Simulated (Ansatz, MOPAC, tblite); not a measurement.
Intermolecular potential of H4GeO4 ··· H2 (SMILES [OH][Ge]([OH])([OH])[OH] and [H][H]). Monomers: optimised at B3LYP-D3(BJ) (def2-TZVP), held rigid. Orientation: lowest of the rigid-body minima from ten starts at GFN2-xTB. The monomers approach along the line of their centres of mass (distance R); nothing else relaxes.

Levels of theory: GFN2-xTB (tblite); PM7, restricted, heats of formation (MOPAC); PM3, restricted, heats of formation (MOPAC); CCSD(T)/aug-cc-pVDZ = CCSD(T) on RHF/aug-cc-pVDZ, cores with 3d frozen, counterpoise-corrected run with Ansatz (a first-principles code).

Interaction energies in kcal/mol; the last columns give the difference from CCSD(T):

| R / Å | GFN2-xTB | PM7 | PM3 | CCSD(T)/aug-cc-pVDZ | GFN2-xTB − CCSD(T)/aug-cc-pVDZ | PM7 − CCSD(T)/aug-cc-pVDZ | PM3 − CCSD(T)/aug-cc-pVDZ |
|---|---|---|---|---|---|---|---|
| 3.19 | -1.01 | -0.63 | 0.24 | 0.59 | -1.60 | -1.22 | -0.35 |
| 3.31 | -1.31 | -0.58 | 0.16 | 0.18 | -1.49 | -0.76 | -0.02 |
| 3.55 | -1.48 | -0.42 | 0.08 | -0.23 | -1.24 | -0.19 | 0.32 |
| 3.71 | -1.41 | -0.34 | 0.05 | -0.34 | -1.08 | 0.00 | 0.38 |
| 3.97 | -1.18 | -0.24 | 0.02 | -0.36 | -0.82 | 0.12 | 0.38 |
| 4.29 | -0.86 | -0.19 | 0.01 | -0.31 | -0.56 | 0.11 | 0.32 |
| 4.53 | -0.65 | -0.17 | 0.01 | -0.25 | -0.40 | 0.08 | 0.26 |
| 5.06 | -0.33 | -0.12 | 0.01 | -0.15 | -0.19 | 0.03 | 0.15 |
| 5.74 | -0.14 | -0.06 | 0.00 | -0.07 | -0.07 | 0.01 | 0.08 |
| 6.78 | -0.05 | -0.02 | 0.00 | -0.03 | -0.02 | 0.00 | 0.03 |
| 8.06 | -0.02 | -0.01 | 0.00 | -0.01 | -0.01 | 0.00 | 0.01 |

GFN2-xTB is furthest from CCSD(T)/aug-cc-pVDZ at 3.19 (-1.60 kcal/mol, below); its mean absolute difference over the points is 0.68 kcal/mol.

PM7 is furthest from CCSD(T)/aug-cc-pVDZ at 3.19 (-1.22 kcal/mol, below); its mean absolute difference over the points is 0.23 kcal/mol.

PM3 is furthest from CCSD(T)/aug-cc-pVDZ at 3.97 (0.38 kcal/mol, above); its mean absolute difference over the points is 0.21 kcal/mol.
